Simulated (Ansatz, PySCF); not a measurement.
Process, species as SMILES: F[SiH2][SiH3] → [SiH2][SiH3] + F atom (the F-Si bond at the site shown breaks; other sites are not compared here)
Each molecule is optimised on its own at B3LYP-D3(BJ)/def2-TZVP (Ansatz, an electronic-structure program).

Quantity: bond dissociation energy (enthalpy at 298 K, with B3LYP-D3(BJ) rigid-rotor harmonic-oscillator terms from PySCF), in kJ/mol. Correlated levels leave the core frozen unless marked. UHF or UKS for open shells. Spin-orbit coupling is left out. Non-relativistic. Basis-set limits of correlation are two-point, X^-3; Hartree-Fock from the larger set. The bracket is a focal-point correction in the basis named.

| level | program | bond dissociation energy (kJ/mol) |
|---|---|---|
| SVWN5/def2-TZVPD | Ansatz | [?] |
| BLYP-D4/def2-TZVPD | Ansatz + dftd4 | 600.2 |
| HSE06-D4/def2-TZVPD | Ansatz + dftd4 | 584.8 |
| CAM-B3LYP-D3(BJ)/def2-TZVPD | Ansatz + dftd3 | 608.4 |
| B2GP-PLYP-D4/def2-TZVPD | Ansatz + dftd4 | 604.5 |
| B2PLYP/def2-TZVPD | Ansatz | [?] |
| SCS-MP2/cc-pV(T+d)Z | Ansatz | 614.0 |
| RI-MP2/CBS(cc-pV(T+d)Z,cc-pV(Q+d)Z)+[CCSD(T)-MP2]/cc-pV(T+d)Z | Ansatz | [?] |

Complete the blanks.


- SVWN5/def2-TZVPD, bond dissociation energy (kJ/mol): 688.6
- B2PLYP/def2-TZVPD, bond dissociation energy (kJ/mol): 602.8
- RI-MP2/CBS(cc-pV(T+d)Z,cc-pV(Q+d)Z)+[CCSD(T)-MP2]/cc-pV(T+d)Z, bond dissociation energy (kJ/mol): 617.7
